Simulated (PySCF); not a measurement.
C₅H₇F, SMILES C(/C)=C\C(F)=C. Geometry: PBE-D3(BJ)/def2-SVP. One conformer was computed; it need not be the lowest.

Computed equilibrium geometry at PBE-D3(BJ)/def2-SVP (PySCF confirms it by a frequency run) as Cartesian coordinates in Å, and its point group (one conformer of several):
point group Cs.
```xyz
13

C     -0.8435     2.2367     0.0000
C     -0.0711     1.1290     0.0000
F      1.2771     1.2655     0.0000
C     -0.5371    -0.2505     0.0000
C      0.2812    -1.3294     0.0000
C     -0.1730    -2.7529     0.0000
H     -1.9369     2.1406     0.0000
H     -0.3907     3.2372     0.0000
H     -1.6323    -0.3814     0.0000
H      1.3698    -1.1463     0.0000
H      0.2176    -3.2982    -0.8869
H     -1.2775    -2.8398     0.0000
H      0.2176    -3.2982     0.8869
```
